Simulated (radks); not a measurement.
Results of a calculation; reference values are marked as such.
The nitrogen anion N-, [He] 2s2 2p4, held by a Watson sphere: a shell of charge +1 at radius R that stands for the Madelung well of a crystal (potential energy -1/R inside, -1/r outside, in hartree with lengths in bohr). Level of theory: scalar-relativistic Kohn-Sham, r2SCAN, spin-polarised, spherical densities, finite nucleus; open shells are filled with parallel spins first; meta-GGA in the generalised Kohn-Sham scheme; Fermi nuclear charge, rms radius of each element as measured or else 0.836 A^(1/3) + 0.57 fm (a radial shooting solver on a logarithmic mesh with Libxc functionals).

R (bohr)  e(2s down) (eV)  e(2p up) (eV)  e(2p down) (eV)  <r> 2p (bohr)  sum of <r^2> (bohr^2)  X-ray form factor at sin(theta)/lambda = 0.1 1/angstrom
1.83              -17.594         -8.666           -5.432          1.688                  17.25                                                    6.897
1.86              -17.516         -8.602           -5.377          1.695                  17.36                                                    6.892
2.39              -16.245         -7.520           -4.422          1.822                  19.10                                                    6.808
2.62              -15.764         -7.099           -4.034          1.877                  19.78                                                    6.778
2.63              -15.744         -7.082           -4.018          1.880                  19.81                                                    6.777
2.97              -15.114         -6.524           -3.491          1.964                  20.76                                                    6.739
3.28              -14.614         -6.080           -3.061          2.044                  21.59                                                    6.710
3.59              -14.177         -5.694           -2.678          2.129                  22.41                                                    6.685
3.81              -13.902         -5.454           -2.434          2.195                  23.01                                                    6.669
